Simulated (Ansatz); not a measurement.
The same path of C2H7Ga (10 atoms, charge 0, multiplicity 1) was run twice with different band settings. Lost on the way: Ga1–H2, Ga1–C3. Made: H2–C3.

Theory: Ansatz, RKS BHLYP/def2-SVP.

Relaxed end points:

```xyz
10
Properties=species:S:1:pos:R:3
Ga 0.125 -0.077 0.470
H -0.219 -0.277 1.996
C 2.023 0.025 -0.066
H 2.550 -0.888 0.232
H 2.156 0.164 -1.142
H 2.517 0.854 0.453
C -1.368 0.041 -0.817
H -1.883 -0.925 -0.874
H -2.112 0.772 -0.482
H -1.040 0.311 -1.823
```

```xyz
10
Properties=species:S:1:pos:R:3
Ga -1.649 -0.895 0.939
H 1.801 0.168 1.374
C 2.268 0.204 0.387
H 2.428 -0.813 0.023
H 1.621 0.743 -0.307
H 3.229 0.717 0.461
C -1.725 -0.142 -0.954
H -2.584 -0.544 -1.509
H -1.821 0.953 -0.945
H -0.818 -0.390 -1.522
```

Common settings: movable images 9; climbing image yes; spring 5.0 eV/Å²; optimiser quadratic models (default); force threshold 0.05 eV/Å; iteration limit 60; end points relaxed.

| run | start path |
| --- | --- |
| 1 | through a guess of the saddle point |
| 2 | straight line |

Task: What does each run give, and how far can it be trusted?

Result: Run 1: converged after 27 iterations, highest image 3.077 eV above the first end. Neighbouring images differ by up to 3.0 eV, so the band resolves the path poorly. A vibrational analysis at the climbing image gives one clearly imaginary mode, 1364i cm⁻¹: a first-order saddle point.
Run 2: converged after 15 iterations, highest image 3.076 eV above the first end. Neighbouring images differ by up to 2.3 eV, so the band resolves the path poorly. Another band between the same ends (9 images) ends at a top of the same energy, where a vibrational analysis finds 1 clearly imaginary mode.
The orbitals stay closed-shell, which can raise the energy where a bond breaks towards radicals; this wasn't checked here.
